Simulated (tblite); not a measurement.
Parent: `[CH:1]#[C:2][CH2:3][NH:4][SiH2:5][C:6]([F:7])([F:8])[F:9]` with C2–C3–N4–Si5 -86°, C3–N4–Si5–C6 -173°, C4H6F3NSi.

Computed geometry: GFN2-xTB, gas phase. One conformer each, not checked by frequencies here.

```
coordinate of the parent    value
                   C1≡C2  1.197 Å
                   C2–C3  1.453 Å
                   C3–N4  1.454 Å
                  N4–Si5  1.706 Å
                  Si5–C6  1.939 Å
                   C6–F7  1.348 Å
                   C6–F8  1.352 Å
                   C6–F9  1.348 Å
                C1–C2–C3   177.7°
                C2–C3–N4   113.1°
               C3–N4–Si5   123.0°
               N4–Si5–C6   102.4°
               Si5–C6–F7   112.0°
               Si5–C6–F8   113.5°
               Si5–C6–F9   113.2°
                F7–C6–F8   105.9°
                F7–C6–F9   105.9°
                F8–C6–F9   105.7°
```

Problem. In one relative the bonds that all share with the parent change as follows (parent's numbers): C1–C2 0.000, C2–C3 0.000, C3–N4 -0.003, N4–Si5 +0.002, Si5–C6 -0.003, C6–F8 +0.022, C6–F9 +0.024 Å. Which is it?
A. `[CH:1]#[C:2][CH2:3][NH:4][SiH2:5][C:6]([F:7])([F:8])[CH2:9][F:10]` with C2–C3–N4–Si5 -87°, C3–N4–Si5–C6 179°, N4–Si5–C6–F7 -75°, Si5–C6–C9–F10 22°
B. `[CH:1]#[C:2][C@@H:3]([CH3:4])[NH:5][SiH2:6][C:7]([F:8])([F:9])[F:10]` with C2–C3–N5–Si6 136°, C3–N5–Si6–C7 176°
C. `[CH:1]#[C:2][CH2:3][NH:4][Si@H:5]([NH2:6])[C:7]([F:8])([F:9])[F:10]` with C2–C3–N4–Si5 14°, C3–N4–Si5–N6 -72°, N4–Si5–N6–H 61° and -154°

Solution. A. The changes in all of them (Å):

| SMILES | C1–C2 | C2–C3 | C3–N4 | N4–Si5 | Si5–C6 | C6–F8 | C6–F9 |
| --- | --- | --- | --- | --- | --- | --- | --- |
| C#CCN[SiH2]C(F)(F)CF | 0.000 | 0.000 | -0.003 | +0.002 | -0.003 | +0.022 | +0.024 |
| C#CCN[Si@H](N)C(F)(F)F | 0.000 | -0.006 | -0.003 | -0.001 | -0.007 | -0.005 | +0.004 |
| C#C[C@@H](C)N[SiH2]C(F)(F)F | 0.000 | +0.002 | 0.000 | -0.007 | -0.004 | -0.003 | +0.004 |

Atoms are paired thus: C#CCN[SiH2]C(F)(F)CF: C1 = C1, C2 = C2, C3 = C3, N4 = N4, Si5 = Si5, C6 = C6, F8 = F7, F9 = F8; C#CCN[Si@H](N)C(F)(F)F: C1 = C1, C2 = C2, C3 = C3, N4 = N4, Si5 = Si5, C6 = C7, F7 = F9, F8 = F10, F9 = F8; C#C[C@@H](C)N[SiH2]C(F)(F)F: C1 = C1, C2 = C2, C3 = C3, N4 = N5, Si5 = Si6, C6 = C7, F7 = F10, F8 = F9, F9 = F8.
